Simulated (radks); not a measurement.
The mean radii <r> (bohr) of the occupied orbitals of an atom or ion are listed with their occupations. Calculated with a radial shooting solver on a logarithmic mesh with Libxc functionals: scalar-relativistic Kohn-Sham, r2SCAN, spin-unpolarised, spherical densities, finite nucleus; meta-GGA in the generalised Kohn-Sham scheme; Fermi nuclear charge, rms radius of each element as measured or else 0.836 A^(1/3) + 0.57 fm.

orbital  occ.      <r>
1s          2  0.04409
2s          2   0.1957
2p          6   0.1711
3s          2   0.5720
3p          6   0.5870
3d         10   0.6183
4s          1    1.543

Name the element and its charge.

Answer. Z = 34, selenium, charge +5: Se5+ in [Ar] 3d10 4s1. The 1s radius gives Z: for a bare nucleus <r> = (2 gamma + 1)/(2Z) with gamma = sqrt(1 - (Z/c)^2), 0.0432 bohr for Z = 34, and screening makes it slightly larger (0.04409 here). The occupations add up to 29, and the charge is Z minus that.
